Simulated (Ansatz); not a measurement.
```yaml
crystal:
  periodic: [true, true, true]
  atoms:
    - {symbol: C, position_ang: [0.198447, 1.571456, 0.734901]}
    - {symbol: Si, position_ang: [0.401263, -0.275595, 0.712749]}
    - {symbol: F, position_ang: [1.971468, -0.625050, 0.762896]}
    - {symbol: Ge, position_ang: [-0.519024, -1.264515, -1.249847]}
    - {symbol: H, position_ang: [-0.864060, 1.830545, 0.743431]}
    - {symbol: H, position_ang: [0.660227, 1.999843, 1.627930]}
    - {symbol: H, position_ang: [0.653816, 2.031474, -0.144715]}
    - {symbol: H, position_ang: [-0.212370, -0.878886, 1.927136]}
    - {symbol: H, position_ang: [-2.033632, -0.990539, -1.307194]}
    - {symbol: H, position_ang: [0.117116, -0.668878, -2.517995]}
    - {symbol: H, position_ang: [-0.307952, -2.786855, -1.268794]}
basis:
  gaussian: {orbitals: x2c-TZVPPall}
hamiltonian: {xc: {name: r2SCAN}, dispersion: d3bj}
scf: {lower_state_search: light}
output: {forces: true}
```

```sh
$ ansatz run in.yaml --threads 4 --pin off --events-out ev --progress --plain --max-ram 10444MiB
```

Shortened log:

```
Error: YAML parse error: error: line 2 column 3: crystal: missing field `lattice` (a structure is typed as `lattice` and `atoms`, a molecule's as `atoms` in Å alone, or read from a run's directory, `checkpoint`)
 --> <input>:2:3
1 | crystal:
2 |   periodic: [true, true, true]
3 |   atoms:
4 |     - {symbol: C, position_ang: [0.198447, 1.571456, 0.734901]}
```

(1) Something in this input is off. What?

## Answers

(1) The molecule is marked periodic without a cell. The input was rejected before any iteration.
